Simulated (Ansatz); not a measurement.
SnH3(OSiMe3) (C₃H₁₂OSiSn). Total charge 0; singlet. Geometry PBE0-D4/def2-SVP, basis def2-TZVP, Ansatz.

| run | HOMO (eV) | LUMO (eV) |
| --- | --- | --- |
| A | -7.67 | -0.46 |
| B | -6.28 | -1.26 |
| C | -6.59 | -0.89 |
| D | -9.08 | 0.38 |

In the def2 sets Sn takes a core potential; there is no spin–orbit coupling.

Q: The runs used CAM-B3LYP, PBE, PBE0, r2SCAN. Estimate which is which.

A: A PBE0 (25 % exact exchange); B PBE (0 % exact exchange); C r2SCAN (0 % exact exchange); D CAM-B3LYP (range-separated). Exact exchange lowers occupied and raises empty levels; among semilocal functionals meta-GGAs tend to open the gap a little, and such runs are hard to tell apart. The gap grows from 5.02 eV (PBE) to 9.46 eV (CAM-B3LYP).
